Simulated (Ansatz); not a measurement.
## Relaxing a trial structure of C5H12AlB

The starting geometry of this gas-phase singlet was optimised with GFN2-xTB; its bonds are those of `[AlH2][C@@H]1CBCCC1`.

```xyz
19

C     1.1402   -1.6557   -0.6300
C    -0.3678   -1.8214   -0.3265
C    -0.5044    0.9009   -0.4157
C     0.9685    0.8337   -0.8189
C     1.6821   -0.3112   -0.1175
Al    1.2727   -1.5976   -2.6381
B    -1.2134   -0.5009   -0.3249
H     0.0485   -2.0557   -3.4837
H     2.5103   -1.0648   -3.4120
H     1.6857   -2.4495   -0.0940
H    -0.8052   -2.5177   -1.0612
H    -0.5147   -2.3183    0.6404
H    -2.3767   -0.5532   -0.1779
H    -0.5735    1.3616    0.5770
H    -1.0389    1.5861   -1.0796
H     1.4693    1.7861   -0.6268
H     1.0321    0.6426   -1.9105
H     1.5471   -0.2220    0.9650
H     2.7558   -0.2531   -0.3284
```

Problem. Where would you expect an optimisation with PBE-D3(BJ)/def2-SVP to take it?

Solution. It keeps its bonds, and is `[AlH2][C@@H]1CBCCC1`.

The energy falls by 0.28 eV over 16 steps:

| step | E − E(last) (eV) |
| --- | --- |
| 1 | 0.277 |
| 3 | 0.029 |
| 4 | 0.018 |
| 6 | 0.007 |
| 8 | 0.003 |
| 9 | 0.003 |
| 11 | 0.001 |
| 13 | 0.000 |
| 14 | 0.000 |
| 16 | 0.000 |

Final geometry (Å):

```json
{"atom": "C", "x (Å)": "1.1049", "y (Å)": "-1.6984", "z (Å)": "-0.6696"}
{"atom": "C", "x (Å)": "-0.3679", "y (Å)": "-1.8473", "z (Å)": "-0.2350"}
{"atom": "C", "x (Å)": "-0.5404", "y (Å)": "0.8514", "z (Å)": "-0.5022"}
{"atom": "C", "x (Å)": "0.9611", "y (Å)": "0.8251", "z (Å)": "-0.8377"}
{"atom": "C", "x (Å)": "1.6897", "y (Å)": "-0.3562", "z (Å)": "-0.1715"}
{"atom": "Al", "x (Å)": "1.2920", "y (Å)": "-1.5118", "z (Å)": "-2.6451"}
{"atom": "B", "x (Å)": "-1.2401", "y (Å)": "-0.5523", "z (Å)": "-0.3734"}
{"atom": "H", "x (Å)": "-0.0071", "y (Å)": "-1.4954", "z (Å)": "-3.5951"}
{"atom": "H", "x (Å)": "2.7505", "y (Å)": "-1.3181", "z (Å)": "-3.2915"}
{"atom": "H", "x (Å)": "1.7242", "y (Å)": "-2.5386", "z (Å)": "-0.2841"}
{"atom": "H", "x (Å)": "-0.8740", "y (Å)": "-2.7390", "z (Å)": "-0.6652"}
{"atom": "H", "x (Å)": "-0.4386", "y (Å)": "-2.0268", "z (Å)": "0.8762"}
{"atom": "H", "x (Å)": "-2.4547", "y (Å)": "-0.6085", "z (Å)": "-0.2509"}
{"atom": "H", "x (Å)": "-0.6782", "y (Å)": "1.2708", "z (Å)": "0.5286"}
{"atom": "H", "x (Å)": "-1.1118", "y (Å)": "1.5579", "z (Å)": "-1.1417"}
{"atom": "H", "x (Å)": "1.4539", "y (Å)": "1.7912", "z (Å)": "-0.5964"}
{"atom": "H", "x (Å)": "1.0817", "y (Å)": "0.7448", "z (Å)": "-1.9574"}
{"atom": "H", "x (Å)": "1.5942", "y (Å)": "-0.2613", "z (Å)": "0.9377"}
{"atom": "H", "x (Å)": "2.7780", "y (Å)": "-0.2975", "z (Å)": "-0.3890"}
```

The end wasn't checked by frequencies. Run with Ansatz 0.2.0, 34 s on 4 threads of Arm Neoverse V1 (shared host).
